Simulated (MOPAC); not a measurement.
MOPAC input (AM1):

```
AM1 PRECISE GNORM=0.05 LET XYZ GEO-OK AUX(PRECISION=9) THREADS=1
HIn

In   -0.00000000 1   -0.00000000 1   -0.03725241 1
H     0.00000000 1    0.00000000 1    1.82536805 1
```

Output:

```
 *******************************************************************************
 **                                                                           **
 **                              MOPAC v23.2.5                                **
 **                                                                           **
 *******************************************************************************
 ** MOPAC's Digital Object Identifier: https://doi.org/10.5281/zenodo.6511958 **
 **                                                                           **
 ** Please cite the open-source release paper for use of this MOPAC version:  **
 ** J. E. Moussa and J. J. P. Stewart (2026)                                  **
 ** MOPAC: An open-source semiempirical molecular orbital program             **
 ** J. Open Source Softw., 11(119), 8025, https://doi.org/10.21105/joss.08025 **
 *******************************************************************************

                              AM1 CALCULATION RESULTS

 *******************************************************************************
 *  AM1        - The AM1 Hamiltonian to be used
 *  GEO-OK     - OVERRIDE INTERATOMIC DISTANCE AND OTHER SAFETY CHECKS
 *  LET        - OVERRIDE SOME SAFETY CHECKS
 *  PRECISE    - TIGHTER CRITERIA TO BE USED
 *  XYZ        - CARTESIAN COORDINATE SYSTEM TO BE USED
 *  GNORM      - EXIT WHEN GRADIENT NORM DROPS BELOW 0.050
 *  AUX        - OUTPUT AUXILIARY INFORMATION
 *******************************************************************************
AM1 PRECISE GNORM=0.05 LET XYZ GEO-OK AUX(PRECISION=9) THREADS=1
 HIn

   ATOM   CHEMICAL          X               Y               Z
  NUMBER   SYMBOL      (ANGSTROMS)     (ANGSTROMS)     (ANGSTROMS)

     1      In         -0.00000000  *  -0.00000000  *  -0.03725241  *
     2       H          0.00000000  *   0.00000000  *   1.82536805  *

          CARTESIAN COORDINATES

    NO.       ATOM           X           Y           Z

     1        In         -0.0000     -0.0000     -0.0373
     2         H          0.0000      0.0000      1.8254

  H: (AM1): M.J.S. DEWAR ET AL, J. AM. CHEM. SOC. 107 3902-3909 (1985)
 In: (AM1): J. J. P. STEWART, J. MOL. MOD., 10, 155-164 (2004)

           Empirical Formula: H In  =     2 atoms

      MOLECULAR POINT GROUP   :   C*v

      RHF CALCULATION, NO. OF DOUBLY OCCUPIED LEVELS = 2

          Geometry optimization using EF

          DIAGONAL MATRIX USED AS START HESSIAN

 CYCLE:     1  GRAD.:    38.548 HEAT:  49.37314
 CYCLE:     2  GRAD.:    41.938 HEAT:  48.92093
 CYCLE:     3  GRAD.:     6.059 HEAT:  47.23216
 CYCLE:     4  GRAD.:     0.745 HEAT:  47.18882
 CYCLE:     5  GRAD.:     0.019 HEAT:  47.18818

     GRADIENT =  0.01862 IS LESS THAN CUTOFF =  0.05000

 -------------------------------------------------------------------------------
 AM1 PRECISE GNORM=0.05 LET XYZ GEO-OK AUX(PRECISION=9) THREADS=1
 HIn

     GEOMETRY OPTIMISED USING EIGENVECTOR FOLLOWING (EF).
     SCF FIELD WAS ACHIEVED

                              AM1 CALCULATION
                                                       MOPAC v23.2.5 Linux

          FINAL HEAT OF FORMATION =         47.18818 KCAL/MOL =     197.43534 KJ/MOL

          COSMO AREA              =         66.89 SQUARE ANGSTROMS
          COSMO VOLUME            =         50.60 CUBIC ANGSTROMS

          GRADIENT NORM           =          0.01862          =       0.01317 PER ATOM
          IONIZATION POTENTIAL    =          8.150676 EV
          HOMO LUMO ENERGIES (EV) =         -8.151 -0.682
          NO. OF FILLED LEVELS    =          2
          MOLECULAR WEIGHT        =        115.8279         POINT GROUP:  C*v

          MOLECULAR DIMENSIONS (Angstroms)

            Atom       Atom       Distance
            H     2   In     1     1.71163
            H     2   In     1     0.00000
           In     1    H     2     0.00000

          SCF CALCULATIONS        =          6

   ATOM   CHEMICAL          X               Y               Z
  NUMBER   SYMBOL      (ANGSTROMS)     (ANGSTROMS)     (ANGSTROMS)

     1      In          0.00000000  *   0.00000000  *   0.03824185  *
     2       H         -0.00000000  *  -0.00000000  *   1.74987379  *

                             CARTESIAN COORDINATES

   1   In        0.000000000     0.000000000     0.038241854
   2    H       -0.000000000    -0.000000000     1.749873786

           Empirical Formula: H In  =     2 atoms

      MOLECULAR POINT GROUP   :   C*v

                  EIGENVALUES
 -14.25594  -8.15068  -0.68197  -0.68197   2.67395

              NET ATOMIC CHARGES AND DIPOLE CONTRIBUTIONS

  ATOM NO.   TYPE          CHARGE      No. of ELECS.   s-Pop       p-Pop
    1         In           0.305280        2.6947     1.89817     0.79655
    2          H          -0.305280        1.3053     1.30528
 DIPOLE           X         Y         Z       TOTAL
 POINT-CHG.     0.000     0.000    -2.510     2.510
 HYBRID        -0.000    -0.000     3.215     3.215
 SUM           -0.000    -0.000     0.705     0.705

          ATOMIC ORBITAL ELECTRON POPULATIONS

     Atom    s        px        py        pz
    1 In   1.89817   0.00000   0.00000   0.79655
    2  H   1.30528

 **********************
 *                    *
 * JOB ENDED NORMALLY *
 *                    *
 **********************

 == MOPAC DONE ==
```
